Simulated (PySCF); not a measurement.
# Computed vibrations of YH3(NH3)

YH3(NH3) (singlet). PySCF 2.14.0, RKS PBE0, Y def2-SVP with ECP28, H def2-SVP, N def2-SVP; non-relativistic Hamiltonian with scalar-relativistic core potentials where named; density fitting; no spin-orbit coupling. Central differences of gradients.

```xyz
8

Y     0.2235   -0.2235    0.2235
H     1.1790    1.2608    1.1790
H    -1.2608   -1.1790    1.1790
H     1.1790   -1.1790   -1.2608
N    -1.1920    1.1920   -1.1920
H    -1.8025    1.8025   -0.6441
H    -0.6441    1.8025   -1.8025
H    -1.8025    0.6441   -1.8025
```

Run from Python with OMP_NUM_THREADS=2. Where DIIS fails, smearing, a level shift and second-order steps follow.
It took 77 s on 2 threads of Intel(R) Xeon(R) Processor @ 2.50GHz (Skylake/Cascade Lake), with other jobs on the host.

(1) What are the harmonic wavenumbers and infrared intensities?

(2) Is this a minimum?

Answers

(1) Modes are labelled in C3v; negative numbers are unstable modes, those under 60 cm⁻¹ near the noise; a finer grid moves soft modes by up to 10 cm⁻¹.
| cm⁻¹ | km/mol | symmetry |
| --- | --- | --- |
| 26 | 0.0 | a2 |
| 115 | 5.0 | e |
| 115 | 5.0 | e |
| 230 | 596.5 | a1 |
| 351 | 329.9 | a1 |
| 522 | 7.9 | e |
| 522 | 7.9 | e |
| 554 | 178.7 | e |
| 554 | 178.7 | e |
| 1210 | 164.7 | a1 |
| 1404 | 1004.5 | e |
| 1404 | 1004.5 | e |
| 1476 | 37.9 | a1 |
| 1622 | 31.9 | e |
| 1622 | 31.9 | e |
| 3483 | 29.1 | a1 |
| 3604 | 49.0 | e |
| 3604 | 49.0 | e |

(2) Yes, within the noise of the softest modes. Ideal gas at 298.15 K and 1 bar: S = 331.2 J/(mol K), Cp = 93.8 J/(mol K), H − H(0 K) = 20.4 kJ/mol (rigid rotor, harmonic modes, spin degeneracy alone; the modes under 60 cm⁻¹ make these uncertain).
